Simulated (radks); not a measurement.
The numbers below are computed, except where a source is named.
Species: the gold ion Au+. Configuration: [Xe] 4f13 5d10 6s1 (not the ground configuration). Code: a radial shooting solver on a logarithmic mesh with Libxc functionals. Model: scalar-relativistic Kohn-Sham, PBE, spin-polarised, spherical densities, point nucleus; open shells are filled with parallel spins first (spin-orbit coupling, left out, can overturn this in heavy ions).

X-ray form factor f0, the Fourier transform of the density (f0(0) = 78):

sin(theta)/lambda (1/angstrom),f0 (electrons)
0.05,77.083
0.1,74.575
0.15,71.033
0.2,67.033
0.25,62.983
0.3,59.112
0.4,52.246
0.5,46.581
0.6,41.890
0.8,34.413
1,28.504
1.25,22.838
1.5,18.951
2,14.710
